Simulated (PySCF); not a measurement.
H$_{6}$BNO$_{2}$SSi, singlet, geometry from GFN2-xTB, atoms displaced at random by about 0.08 Å a coordinate; PBE/STO-3G, gradient in PySCF.

Input for PySCF:
```python
from pyscf import gto, scf, dft

mol = gto.M(
    atom='''
Si    1.57008335    0.65348016    0.32361214
N     1.90372342   -1.07075473    0.43488893
S    -0.19355065    0.81604204   -0.78932498
B    -1.48584421   -0.38716544   -0.03523934
O    -2.74175232   -0.36879317   -0.27120409
O    -1.05425898   -1.28709447    0.83513970
H     1.29213409    1.17860518    1.64409590
H     2.41362646    1.45788373   -0.52838821
H     2.63301040   -1.25840231    1.09364309
H     1.99772724   -1.55968222   -0.15001714
H    -3.00017989    0.20059455   -0.93357098
H     0.05366346   -1.25858402    1.19719821
''',
    basis='sto-3g',
    verbose=4,
)

mf = dft.RKS(mol)
mf.xc = 'pbe'
mf.conv_tol = 1e-4
mf.kernel()
g = mf.nuc_grad_method()
grad = g.kernel()
```

The log (banner, timings and long lists left out):

```
PySCF version 2.14.0

[INPUT] verbose = 4
[INPUT] num. atoms = 12
[INPUT] num. electrons = 64
[INPUT] charge = 0
[INPUT] spin (= nelec alpha-beta = 2S) = 0
[INPUT] symmetry False subgroup None
[INPUT] Mole.unit = angstrom
[INPUT] Symbol           X                Y                Z      unit          X                Y                Z       unit  Magmom
[...]
nuclear repulsion = 365.547484916532
number of shells = 28
number of NR pGTOs = 132
number of NR cGTOs = 44
basis = sto-3g
ecp = {}

******** <class 'pyscf.dft.rks.RKS'> ********
method = RKS
initial guess = minao
damping factor = 0
level_shift factor = 0
DIIS = <class 'pyscf.scf.diis.CDIIS'>
diis_start_cycle = 1
diis_space = 8
diis_damp = 0
SCF conv_tol = 0.0001
SCF conv_tol_grad = None
SCF max_cycles = 50
direct_scf = True
direct_scf_tol = 1e-13
XC library pyscf.dft.libxc version 7.1.2
    S. Lehtola, C. Steigemann, M. J. T. Oliveira, and M. A. L. Marques,  SoftwareX 7, 1–5 (2018)
XC functionals = pbe
    J. P. Perdew, K. Burke, and M. Ernzerhof,  Phys. Rev. Lett. 77, 3865 (1996)
    J. P. Perdew, K. Burke, and M. Ernzerhof,  Phys. Rev. Lett. 78, 1396 (1997)
    J. P. Perdew, K. Burke, and M. Ernzerhof,  Phys. Rev. Lett. 77, 3865 (1996)
    J. P. Perdew, K. Burke, and M. Ernzerhof,  Phys. Rev. Lett. 78, 1396 (1997)
radial grids:
    Treutler-Ahlrichs [JCP 102, 346 (1995); DOI:10.1063/1.469408] (M4) radial grids

becke partition: Becke, JCP 88, 2547 (1988); DOI:10.1063/1.454033
pruning grids: <function nwchem_prune>
grids dens level: 3
symmetrized grids: False
atomic radii adjust function: <function treutler_atomic_radii_adjust>
small_rho_cutoff = 0
Set gradient conv threshold to 0.01
Initial guess from minao.
tot grids = 153024
init E= -910.491428738778
[...]
cycle= 1 E= -909.55115267418  delta_E= 0.94  |g|= 0.861  |ddm|= 4.38
[...]
cycle= 2 E= -909.209661723574  delta_E= 0.341  |g|= 1.42  |ddm|= 2.99
[...]
cycle= 3 E= -909.779589814433  delta_E= -0.57  |g|= 0.28  |ddm|= 1.96
[...]
cycle= 4 E= -909.804708485878  delta_E= -0.0251  |g|= 0.0825  |ddm|= 0.531
[...]
cycle= 5 E= -909.806781401905  delta_E= -0.00207  |g|= 0.0209  |ddm|= 0.125
[...]
cycle= 6 E= -909.806941701228  delta_E= -0.00016  |g|= 0.00516  |ddm|= 0.0423
[...]
cycle= 7 E= -909.806950840783  delta_E= -9.14e-06  |g|= 0.00127  |ddm|= 0.0093
[...]
Extra cycle  E= -909.80695010769  delta_E= 7.33e-07  |g|= 0.00192  |ddm|= 0.00577
converged SCF energy = -909.80695010769

******** <class 'pyscf.grad.rks.Gradients'> for <class 'pyscf.dft.rks.RKS'> ********
unit = Eh/Bohr
grid_response = False
--------------- RKS gradients ---------------
         x                y                z
0 Si     0.0359398963     0.0091373780     0.0215996254
1 N     0.0897884947    -0.3990824015    -0.4787362084
2 S     0.0391963219    -0.0003602794     0.0178415185
3 B    -0.1483017996    -0.0471218550    -0.0001123140
4 O     0.0754939668     0.0818719269    -0.0692107849
5 O    -0.0707390687     0.0531688716    -0.0751850890
6 H    -0.0145542184     0.0010107635    -0.0095298851
7 H    -0.0177739746    -0.0042279387    -0.0056601830
8 H    -0.0267153221     0.0123732549    -0.0343751863
9 H    -0.0626658255     0.3852279335     0.4865221035
10 H     0.0413298048    -0.0883823421     0.1010812529
11 H     0.0589009153    -0.0037317138     0.0458421315
----------------------------------------------
```
